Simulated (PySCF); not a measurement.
B3LYP on Rh³⁺ (rhodium, charge +3)

Configuration: [Kr] 4d6, high-spin 5D determinant. All numbers are calculated (PySCF 2.14, a scalar-relativistic core potential, in cc-pVDZ-PP with ECP28MDF (4s4p3d1f, 38 functions)).

* Total energy: -108.0652 hartree
* One-electron energy: -172.3033 hartree
* Hartree (Coulomb) energy: 74.5991 hartree
* Exchange-correlation energy: -10.3610 hartree
* ⟨S²⟩: 6.0007
* ⟨L²⟩: 6.007
* Sum of ⟨r⟩: 16.80 bohr
* Sum of ⟨r²⟩: 23.32 bohr²
* Traceless quadrupole moment −½Σ⟨3z² − r²⟩ along its main axis: 0.610 e·bohr²
* Time after the integrals: 0.39 s of wall time on 1 thread of AMD EPYC 7R43 64-Core Processor (shared host)

```csv
shell,electrons,mean orbital energy (hartree),spread (hartree),"rms radius, mean of both spins (bohr)"
4s α,1,-4.59120,0,1.04
4s β,1,-4.43192,0,1.04
4p α,3,-3.35776,0.05891,1.15
4p β,3,-3.18509,0.01119,1.15
4d α,5,-1.55973,0.06435,1.49
4d β,1,-1.44525,0,1.49
```

Energies and moments cover only the electrons outside the core potential.
